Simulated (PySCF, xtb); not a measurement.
CH8O2Si2, SMILES [Si](O)(O)(C)[SiH3].

xtb with GFN2-xTB at its own geometry gives an orbital gap of 4.56 eV and a dipole moment of 2.16 D.

Coordinates come from a r2SCAN-D4/def2-SVP optimisation. This is a generated structure with no PubChem entry under its InChIKey; it may be hypothetical. The values are those of a single conformer.

What does CAM-B3LYP/def2-TZVP (PySCF) give? (The exact figures need the calculation; the answer reports its results.)

gap 10.06 eV (levels -8.89 and 1.18 eV), dipole 2.60 D.
